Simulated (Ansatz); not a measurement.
Input file for Ansatz (a program for electronic structure): R-PBE/def2-TZVPP on ClH2Sb (SMILES [Cl][SbH2]), a point of a bond scan (R = 1.719 Å). Elements past Kr take the def2 small-core potentials; no spin–orbit coupling.

Ansatz 0.2 input:
```yaml
crystal:
  periodic: [false, false, false]
  atoms:
    - {symbol: Sb, position_ang: [-0.33564918, -0.34298871, 0.31866257]}
    - {symbol: H, position_ang: [-0.00046449, -1.70123875, -0.67943537]}
    - {symbol: H, position_ang: [-1.71924546, 0.02483330, -0.63200022]}
    - {symbol: Cl, position_ang: [1.10810693, 1.12757821, -0.87884443]}
basis:
  gaussian:
    orbitals: def2-TZVPP
    pivot_positions_ang: [[-0.33564918, -0.34298871, 0.31866257], [-0.00046449, -1.70123875, -0.67943537], [-1.71924546, 0.02483330, -0.63200022], [1.10810693, 1.12757821, -0.87884443]]
hamiltonian:
  xc: {name: PBE}
scf: {lower_state_search: off}
output: {orbitals: {seedname: ./end}}
```

Program output:

```
WARN ansatz: RAYON_NUM_THREADS=1 ignored (pool sized by the plan → 1); use --threads N
Functional definition: PBE
these checks for a lower state are left out or cut short: stability, starts, cluster_reference, orbital_swaps, neighbouring_geometries, increment
integrals: 0.04 GiB planned
795 factors; their error is unknown
mean field: 0.29 GiB planned
mean field evaluation 1: about -19087.6061 eV, gradient 1.8e1 eV
mean field evaluation 2: about -19086.4241 eV, gradient 2.9e1 eV
mean field evaluation 4: about -19088.5867 eV, gradient 2.2e0 eV
mean field evaluation 8: about -19088.5978 eV, gradient 4.0e-2 eV
mean field evaluation 16: about -19088.5807 eV, gradient 8.3e-5 eV
mean field -19088.58074732 eV, -701.4924037593 hartree, gradient 4.5e-6 eV, S^2 0.000000; 0 other end points of the search recorded, 0 dependent functions left out
reference -19088.58078307 eV, -701.4924050729 hartree; 21, 21 occupied and 99, 99 virtual orbitals, 795 factors
Total energy: -19088.58078307 eV, -701.4924050729 hartree
Checks for a lower state left out: stability, starts, cluster_reference, orbital_swaps, neighbouring_geometries, increment
```

The run converged.

Cost: around 1.7 core-seconds (rough).
